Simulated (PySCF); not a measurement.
A structure optimised at PBE-D3(BJ)/def2-SVP, used in a PySCF frequency run:

```
S
B 1 1.8066
Cl 2 1.7772 1 122.24
S 2 1.8020 3 116.60 1 180.00
C 1 1.8291 2 103.84 3 0.00
H 5 1.1056 1 106.46 2 180.00
H 5 1.1057 6 109.75 1 -119.84
H 5 1.1057 6 109.75 7 -120.32
C 4 1.8308 2 103.05 3 180.00
H 9 1.1056 4 106.76 2 180.00
H 9 1.1070 10 109.43 4 -120.01
H 9 1.1070 10 109.43 11 -119.97
```
Charge 0, spin multiplicity 1.

Q: Write its SMILES, formula and point group.

A: CSB(Cl)SC, C₂H₆BClS₂, Cs

Q: What are its rotational constants (standard atomic weights)?

A: 2.2488, 1.4353, 0.88623 GHz
